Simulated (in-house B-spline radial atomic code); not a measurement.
What moves the levels of neutral iridium ([Xe] 4f14 5d7 6s2)? Level of theory: Dirac-Hartree-Fock, average of configuration, Fermi nucleus of rms radius 5.4032 fm; calculated with a radial B-spline atomic code at the basis-set limit.

Baseline run (computed): total energy -17846.7607 hartree, 1s1/2 at -2815.361 hartree, 6s1/2 at -8.1462 eV with <r> = 3.08 bohr.

Scaling the speed of light c (a factor of 100 is close to the non-relativistic limit):

```tsv
c/c0	ΔE (hartree)	6s1/2 level (eV)	6s1/2 <r> (bohr)
0.9	-305.35	-8.69182	2.958
0.98	-51.538	-8.23394	3.059
1.02	47.762	-8.06651	3.099
1.2	357.21	-7.58452	3.228
100	1041.2	-6.70979	3.524
```

Changing the nucleus:

| nucleus | ΔE (eV) |
| --- | --- |
| Gaussian nucleus of rms radius 5.4032 fm | -0.704 |
| uniform spherical nucleus of rms radius 5.4032 fm | 0.172 |
| Gaussian nucleus of rms radius 0.01 fm | -94.5 |
| Fermi nucleus of rms radius 5.2951 fm | -3.08 |
| Fermi nucleus of rms radius 5.5113 fm | 3.12 |

A larger nucleus binds the electrons less, roughly as the density at the nucleus times the change of the nuclear <r²>. At equal rms radius the shape enters only through higher moments. A radius of 0.01 fm is nearly a point.

Problem. The nuclear charge is raised by 0.1. What does the Hellmann-Feynman theorem predict for the energy, and what is found?

Solution. dE/dZ ≈ -Σ<1/r>, which is -581.711 at the start and -582.908 at the end; their mean times 0.1 is -58.231 hartree, and the two runs differ by -58.227 hartree.
